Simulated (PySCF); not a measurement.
Compound: C2H2Cl3F3Si.
Numbering: `[F:1][C:2]([F:3])([F:4])[SiH2:5][C:6]([Cl:7])([Cl:8])[Cl:9]` (hydrogens: H10, H11 on Si5)

Torsions of this conformer, `[F:1][C:2]([F:3])([F:4])[SiH2:5][C:6]([Cl:7])([Cl:8])[Cl:9]`: F1–C2–Si5–C6 -179°, C2–Si5–C6–Cl7 -60°.

The closed-shell ground state was solved at several levels (PySCF, density fitting, gas phase, non-relativistic). Geometry: PBE0-D3(BJ)/def2-SVP; no solvent, vibrations or thermal averaging.

```json
{"level": "PBE0/pcSseg-1", "basis functions": "191", "HOMO (eV)": "-8.92", "LUMO (eV)": "-1.36", "gap (eV)": "7.56", "dipole (D)": "1.65"}
{"level": "wB97X-D/def2-SVPD", "basis functions": "230", "HOMO (eV)": "-10.79", "LUMO (eV)": "0.42", "gap (eV)": "11.21", "dipole (D)": "1.66"}
```

Q: Estimate the row for KT3/pcSseg-1, a basis of 191 functions; the other rows only guide the guess.

A: HOMO -7.65 eV, LUMO -2.48 eV, gap 5.17 eV, dipole 1.45 D.

Q: Over all these levels, which gives the widest orbital gap and which the narrowest?

A: wB97X-D/def2-SVPD (range-separated hybrid) has the widest, 11.21 eV, and KT3/pcSseg-1 (GGA) the narrowest, 5.17 eV. Functional and basis both differ between the two, so the spread mixes both effects.

Q: How far do the dipole and the HOMO energy spread over the levels?

A: The dipole runs from 1.45 to 1.66 D (mean 1.59 D) and the HOMO from -10.79 to -7.65 eV.
